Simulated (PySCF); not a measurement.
PySCF input for C4H10Cd, SMILES C[CH2][Cd][CH2]C, B3LYP-D3(BJ)/def2-SVP. The structure is a stationary point at B3LYP-D3(BJ)/def2-SVP. The isomer is the one that the SMILES or the coordinates give; other isomers of the formula were not compared. The def2 effective core potentials stand for the cores of Cd; spin–orbit coupling is left out. Other conformers were not sampled.

```python
import numpy as np
from pyscf import gto, scf, dft, df
from pyscf.hessian import thermo

mol = gto.M(
    atom='''
    Cd   -0.00000000    0.00000000   -0.00442905
    C     0.68937277    2.04206123   -0.00442751
    C    -0.41736686    3.10332659    0.01579814
    H     1.33065861    2.17134952   -0.89343604
    H     1.35494491    2.16315019    0.86772725
    H    -1.05771749    3.01922467    0.90998706
    H    -1.08236603    3.02731917   -0.86095829
    H    -0.00610539    4.12988135    0.01475346
    C    -0.68937277   -2.04206124   -0.00442751
    C     0.41736686   -3.10332660    0.01579814
    H    -1.33065860   -2.17134953   -0.89343604
    H    -1.35494491   -2.16315020    0.86772725
    H     1.05771748   -3.01922467    0.90998706
    H     1.08236603   -3.02731917   -0.86095829
    H     0.00610539   -4.12988136    0.01475346
    ''',
    basis='def2-SVP',
    ecp={'Cd': 'def2-svp'},
    charge=0,
    spin=0,
    max_memory=1600,
    verbose=3,
)
mf = dft.RKS(mol, xc='b3lyp').density_fit(auxbasis='def2-universal-jkfit')
mf.disp = 'd3bj'
mf.grids.level = 3
mf.conv_tol = 1e-11
mf.max_cycle = 100
mf.kernel()

# [left out here: the lines that compute and print the analytic Hessian (its translational invariance restored by hand, since the grid's response is missing), thermochemistry and intensities]
```

Program output:

```
converged SCF energy = -326.106050097981

WARN: DFTD3 does not support analytical Hessian, using finite difference


WARN: Mole.unit (angstrom) is changed to Bohr

Mode                                 0                   1                   2
Irrep
Freq [cm^-1]                       -8.2650             63.5346            100.4112
Reduced mass [au]                   2.3963              3.6696              1.9835
Force const [Dyne/A]               -0.0001              0.0087              0.0118
Char temp [K]                     -11.8916             91.4121            144.4693
Normal mode                   x     y     z       x     y     z       x     y     z
       0  Cd                 0.00 -0.00 -0.03   -0.05 -0.00 -0.00    0.00  0.00 -0.04
       1   C                -0.00  0.00 -0.03    0.04 -0.03  0.00    0.00 -0.00  0.11
       2   C                 0.00 -0.00  0.14    0.13  0.05 -0.00   -0.00 -0.00  0.04
       3   H                -0.11  0.04 -0.10    0.06 -0.08  0.00    0.12  0.06  0.21
       4   H                 0.10 -0.03 -0.11    0.05 -0.08  0.00   -0.12 -0.06  0.21
       5   H                 0.11 -0.04  0.22    0.12  0.10 -0.00   -0.15 -0.09 -0.07
       6   H                -0.10  0.03  0.22    0.12  0.10 -0.00    0.14  0.08 -0.08
       7   H                 0.00 -0.00  0.13    0.21  0.02  0.00   -0.00 -0.00  0.21
       8   C                 0.00 -0.00 -0.03    0.04 -0.03 -0.00   -0.00  0.00  0.11
       9   C                -0.00  0.00  0.14    0.13  0.05  0.00    0.00  0.00  0.04
      10   H                 0.11 -0.04 -0.10    0.06 -0.08 -0.00   -0.12 -0.06  0.21
      11   H                -0.10  0.03 -0.11    0.05 -0.08 -0.00    0.12  0.06  0.21
      12   H                -0.11  0.04  0.22    0.12  0.10  0.00    0.15  0.09 -0.07
      13   H                 0.10 -0.03  0.22    0.12  0.10  0.00   -0.14 -0.08 -0.08
      14   H                -0.00  0.00  0.13    0.21  0.02 -0.00    0.00  0.00  0.21
[...]
Force const [Dyne/A]                1.3482              1.3323              1.3321
Char temp [K]                    2073.6456           2117.5369           2117.7340
Normal mode                   x     y     z       x     y     z       x     y     z
       0  Cd                 0.00  0.00  0.00    0.00  0.00 -0.00   -0.00 -0.00 -0.00
       1   C                -0.05  0.02  0.00   -0.01 -0.01  0.00   -0.01 -0.01  0.00
       2   C                 0.01 -0.02 -0.00   -0.02 -0.03  0.00   -0.02 -0.03  0.00
       3   H                 0.37 -0.03  0.28    0.00  0.02  0.01    0.00  0.02  0.01
       4   H                 0.36 -0.02 -0.29    0.00  0.02 -0.01    0.00  0.02 -0.01
       5   H                -0.05  0.07 -0.03    0.32  0.17  0.26    0.32  0.17  0.26
       6   H                -0.05  0.07  0.03    0.31  0.17 -0.27    0.31  0.17 -0.26
       7   H                -0.03 -0.01  0.00   -0.27  0.09  0.00   -0.27  0.09  0.00
       8   C                 0.05 -0.02  0.00   -0.01 -0.01 -0.00    0.01  0.01  0.00
       9   C                -0.01  0.02 -0.00   -0.02 -0.03 -0.00    0.02  0.03  0.00
      10   H                -0.37  0.03  0.28    0.00  0.02 -0.01   -0.00 -0.02  0.01
      11   H                -0.36  0.02 -0.29    0.00  0.02  0.01   -0.00 -0.02 -0.01
      12   H                 0.05 -0.07 -0.03    0.32  0.16 -0.26   -0.32 -0.17  0.26
      13   H                 0.05 -0.07  0.03    0.31  0.17  0.27   -0.31 -0.17 -0.27
      14   H                 0.03  0.01  0.00   -0.27  0.09 -0.00    0.27 -0.09  0.00
Mode                                27                  28                  29
Irrep
Freq [cm^-1]                     1480.1426           1480.1567           2998.0263
Reduced mass [au]                   1.0377              1.0377              1.0408
Force const [Dyne/A]                1.3395              1.3395              5.5116
Char temp [K]                    2129.5956           2129.6159           4313.4923
Normal mode                   x     y     z       x     y     z       x     y     z
       0  Cd                 0.00 -0.00  0.00    0.00  0.00  0.00    0.00  0.00 -0.00
       1   C                 0.00 -0.00  0.01    0.00 -0.00  0.01    0.00  0.00 -0.00
       2   C                 0.00 -0.00  0.03    0.00 -0.00  0.03    0.01 -0.04 -0.00
       3   H                -0.03  0.02 -0.00   -0.03  0.02 -0.00   -0.03 -0.01  0.04
       4   H                 0.03 -0.02 -0.00    0.03 -0.02 -0.00   -0.03 -0.01 -0.04
       5   H                -0.03 -0.35 -0.04   -0.03 -0.35 -0.03   -0.17 -0.03  0.25
       6   H                 0.03  0.35 -0.03    0.03  0.35 -0.03   -0.18 -0.03 -0.24
       7   H                -0.01  0.00 -0.48   -0.01  0.00 -0.48    0.21  0.49 -0.00
       8   C                 0.00 -0.00 -0.01   -0.00  0.00  0.01    0.00  0.00  0.00
       9   C                 0.00 -0.00 -0.03   -0.00  0.00  0.03    0.01 -0.04  0.00
      10   H                -0.03  0.02  0.00    0.03 -0.02 -0.00   -0.03 -0.01 -0.04
      11   H                 0.03 -0.02  0.00   -0.03  0.02 -0.00   -0.03 -0.01  0.04
      12   H                -0.03 -0.35  0.03    0.03  0.35 -0.03   -0.17 -0.03 -0.25
      13   H                 0.03  0.35  0.03   -0.03 -0.35 -0.03   -0.18 -0.03  0.24
      14   H                -0.01  0.00  0.48    0.01 -0.00 -0.48    0.21  0.49  0.00
Mode                                30                  31                  32
Irrep
Freq [cm^-1]                     2998.5829           3024.8341           3026.1523
Reduced mass [au]                   1.0408              1.0596              1.0588
Force const [Dyne/A]                5.5140              5.7122              5.7126
Char temp [K]                    4314.2931           4352.0628           4353.9593
Normal mode                   x     y     z       x     y     z       x     y     z
       0  Cd                -0.00 -0.00  0.00    0.00  0.00 -0.00   -0.00 -0.00 -0.00
       1   C                -0.01 -0.00  0.00   -0.05 -0.01  0.00   -0.05 -0.01  0.00
       2   C                -0.01  0.04  0.00    0.01  0.00 -0.00    0.01 -0.00 -0.00
       3   H                 0.04  0.01 -0.06    0.26  0.05 -0.39    0.26  0.05 -0.39
       4   H                 0.04  0.01  0.06    0.27  0.05  0.39    0.27  0.05  0.38
       5   H                 0.17  0.03 -0.25   -0.05 -0.01  0.08   -0.06 -0.01  0.08
       6   H                 0.18  0.03  0.24   -0.05 -0.01 -0.07   -0.06 -0.01 -0.08
       7   H                -0.21 -0.49  0.00   -0.00 -0.01 -0.00    0.00  0.01 -0.00
       8   C                 0.01  0.00  0.00   -0.05 -0.01 -0.00    0.05  0.01  0.00
       9   C                 0.01 -0.04  0.00    0.01  0.00  0.00   -0.01  0.00 -0.00
      10   H                -0.04 -0.01 -0.06    0.26  0.05  0.39   -0.26 -0.05 -0.39
      11   H                -0.04 -0.01  0.06    0.27  0.05 -0.39   -0.27 -0.05  0.38
      12   H                -0.17 -0.03 -0.25   -0.05 -0.01 -0.08    0.06  0.01  0.08
      13   H                -0.18 -0.03  0.24   -0.05 -0.01  0.07    0.06  0.01 -0.08
      14   H                 0.21  0.49  0.00   -0.00 -0.01  0.00   -0.00 -0.01 -0.00
Mode                                33                  34                  35
Irrep
Freq [cm^-1]                     3064.6754           3064.7302           3067.7636
Reduced mass [au]                   1.0978              1.0976              1.1031
Force const [Dyne/A]                6.0749              6.0739              6.1163
Char temp [K]                    4409.3855           4409.4644           4413.8288
Normal mode                   x     y     z       x     y     z       x     y     z
       0  Cd                 0.00 -0.00 -0.00    0.00 -0.00 -0.00    0.00 -0.00  0.00
       1   C                 0.01  0.00 -0.00    0.01  0.00 -0.00    0.00 -0.00  0.06
       2   C                 0.05  0.04 -0.00    0.05  0.04 -0.00   -0.00  0.00 -0.03
       3   H                -0.04 -0.01  0.06   -0.05 -0.01  0.07    0.25  0.05 -0.34
       4   H                -0.04 -0.01 -0.06   -0.05 -0.01 -0.06   -0.26 -0.05 -0.33
       5   H                -0.20 -0.03  0.30   -0.20 -0.03  0.30   -0.13 -0.02  0.17
       6   H                -0.21 -0.02 -0.30   -0.21 -0.02 -0.30    0.13  0.02  0.17
       7   H                -0.16 -0.39  0.00   -0.16 -0.38  0.00   -0.00 -0.00 -0.01
       8   C                -0.01 -0.00 -0.00    0.01  0.00  0.00   -0.00  0.00  0.06
       9   C                -0.05 -0.04 -0.00    0.05  0.04  0.00    0.00 -0.00 -0.03
      10   H                 0.04  0.01  0.06   -0.05 -0.01 -0.07   -0.25 -0.05 -0.34
      11   H                 0.04  0.01 -0.06   -0.05 -0.01  0.06    0.26  0.05 -0.33
      12   H                 0.20  0.03  0.30   -0.20 -0.03 -0.30    0.12  0.02  0.17
      13   H                 0.21  0.02 -0.30   -0.21 -0.02  0.30   -0.13 -0.02  0.17
      14   H                 0.16  0.38  0.00   -0.16 -0.38 -0.00    0.00 -0.00 -0.01
Mode                                36                  37                  38
Irrep
Freq [cm^-1]                     3067.8441           3091.1687           3091.5325
Reduced mass [au]                   1.1025              1.1032              1.1034
Force const [Dyne/A]                6.1135              6.2106              6.2135
Char temp [K]                    4413.9447           4447.5036           4448.0269
Normal mode                   x     y     z       x     y     z       x     y     z
       0  Cd                 0.00 -0.00 -0.00   -0.00 -0.00 -0.00   -0.00 -0.00  0.00
       1   C                 0.00 -0.00  0.06   -0.00  0.00 -0.03    0.00 -0.00  0.03
       2   C                -0.00  0.00 -0.03   -0.00  0.00 -0.06    0.00 -0.00  0.06
       3   H                 0.25  0.05 -0.34   -0.12 -0.03  0.17    0.13  0.03 -0.17
       4   H                -0.26 -0.05 -0.33    0.13  0.02  0.16   -0.13 -0.02 -0.17
       5   H                -0.12 -0.02  0.17   -0.25 -0.04  0.34    0.25  0.04 -0.34
       6   H                 0.13  0.02  0.16    0.26  0.04  0.34   -0.26 -0.04 -0.33
       7   H                -0.00 -0.00 -0.01   -0.00 -0.00 -0.01    0.00  0.00  0.01
       8   C                 0.00 -0.00 -0.06   -0.00  0.00  0.03   -0.00  0.00  0.03
       9   C                -0.00  0.00  0.03   -0.00  0.00  0.06   -0.00  0.00  0.06
      10   H                 0.25  0.05  0.34   -0.12 -0.03 -0.17   -0.13 -0.03 -0.17
      11   H                -0.26 -0.05  0.34    0.13  0.02 -0.16    0.13  0.02 -0.17
      12   H                -0.12 -0.02 -0.17   -0.25 -0.04 -0.34   -0.25 -0.04 -0.34
      13   H                 0.13  0.02 -0.17    0.26  0.04 -0.34    0.26  0.04 -0.33
      14   H                -0.00 -0.00  0.01   -0.00 -0.00  0.01   -0.00 -0.00  0.01
temperature 298.1500 [K]
pressure 101325.00 [Pa]
Rotational constants [GHz] 14.95912 1.18079 1.12510
Symmetry number 2
Zero-point energy (ZPE) 0.12752 [Eh]   334792.184 [J/mol]
                           tot       elec      trans        rot        vib
Entropy [J/mol/K]       359.752      0.000    172.837    107.971     78.943
Cv [J/mol/K]            107.725      0.000     12.472     12.472     82.782
Cp [J/mol/K]            116.040      0.000     20.786     12.472     82.782
Internal energy [J/mol]                      3718.434   3718.434 347445.420
Internal energy [Eh]   -325.97088  -326.10605
Enthalpy [J/mol]                             6197.391   3718.434 347445.420
Enthalpy [Eh]          -325.96994
Gibbs free energy [J/mol]                  -45334.055 -28473.264 323908.535
Gibbs free energy [Eh] -326.01079
mode   freq/cm-1   IR/(km/mol)
   1       -8.27         0.017
   2       63.53         0.223
   3      100.41         0.614
   4      175.37         0.001
   5      223.10         0.001
   6      244.68         1.242
   7      257.29         7.893
   8      423.80         0.000
   9      495.46        45.982
  10      588.25         0.011
  11      640.49        38.288
  12      918.73         0.001
  13      939.78         6.160
  14      955.02         0.004
  15      963.20         4.745
  16     1018.08         0.002
  17     1032.88        18.312
  18     1184.42         0.000
  19     1189.02        46.803
  20     1242.71         0.001
  21     1245.16         5.255
  22     1395.08        22.287
  23     1395.93         0.000
  24     1439.95         0.238
  25     1441.26         0.000
  26     1471.76         1.691
  27     1471.90         0.000
  28     1480.14         0.002
  29     1480.16        10.605
  30     2998.03       142.098
  31     2998.58         0.012
  32     3024.83        43.964
  33     3026.15         0.004
  34     3064.68         0.005
  35     3064.73        70.375
  36     3067.76         4.081
  37     3067.84         0.003
  38     3091.17         0.018
  39     3091.53        90.519
max |gradient| / (hartree/bohr): 4.00139678656652e-05
APT charges: [ 0.6586 -0.1374  0.0886 -0.0701 -0.0701 -0.03   -0.03   -0.0804 -0.1374
  0.0886 -0.0701 -0.0701 -0.03   -0.03   -0.0804]
```

Self-consistency was reached.

Cost: about 11 core-minutes (a rough figure).
